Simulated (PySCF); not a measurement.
**Correlation energy of Br⁻ (bromine, charge -1)**

Starting occupation: [Kr]. All numbers are calculated (PySCF 2.14, X2C-1e with screened-nucleus spin-orbit coupling, Gaussian nucleus, in x2c-TZVPPall-2c with one added diffuse shell each of s, p, d type (7s8p5d1f, 63 functions)). Frozen: [Ar]; 18 electrons correlated; the 6 highest virtual spinors left out.

MP2 pair energies summed by pair of shells (mhartree):

```json
{"pair": "4p3/2-4p3/2", "energy": "-53.71", "share (%)": "17.9"}
{"pair": "4p1/2-4p3/2", "energy": "-53.37", "share (%)": "17.8"}
{"pair": "3d3/2-3d5/2", "energy": "-45.55", "share (%)": "15.2"}
{"pair": "3d5/2-3d5/2", "energy": "-31.11", "share (%)": "10.4"}
{"pair": "4p3/2-4s1/2", "energy": "-28.92", "share (%)": "9.6"}
{"pair": "4p1/2-4s1/2", "energy": "-14.67", "share (%)": "4.9"}
{"pair": "4p1/2-4p1/2", "energy": "-13.55", "share (%)": "4.5"}
{"pair": "3d3/2-3d3/2", "energy": "-12.69", "share (%)": "4.2"}
{"pair": "3d5/2-4p3/2", "energy": "-11.00", "share (%)": "3.7"}
{"pair": "4s1/2-4s1/2", "energy": "-7.88", "share (%)": "2.6"}
{"pair": "3d5/2-4s1/2", "energy": "-6.80", "share (%)": "2.3"}
{"pair": "3d3/2-4p3/2", "energy": "-6.72", "share (%)": "2.2"}
{"pair": "3d5/2-4p1/2", "energy": "-5.38", "share (%)": "1.8"}
{"pair": "3d3/2-4s1/2", "energy": "-4.44", "share (%)": "1.5"}
{"pair": "3d3/2-4p1/2", "energy": "-4.00", "share (%)": "1.3"}
```

Total MP2 correlation energy: -299.78 mhartree.

```csv
level,correlation energy (mhartree)
CCSD,-303.78
(T),-9.50
CCSD(T),-313.28
```

Diagnostics: T1 = 0.0050, largest double amplitude 0.037.

Question: Is a single reference adequate?

Answer: Yes: T1 lies below 0.03 and no double amplitude reaches 0.07.

This basis was not built for core-valence correlation, so the inner-shell part is incomplete.
